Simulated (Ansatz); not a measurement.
Harmonic frequencies (cm⁻¹) at PBE0-D4/def2-TZVP from Ansatz: 217, 303, 498, 515, 673, 889, 921, 936, 958, 1066, 1178, 1336, 1396, 1465, 3124, 3126, 3190, 3205.

Task: Which molecule is it?
A. `ClB1CC1`
B. `BC(=C)Cl`
C. `C=CBCl`
D. `ClC1BC1`

Result: A.
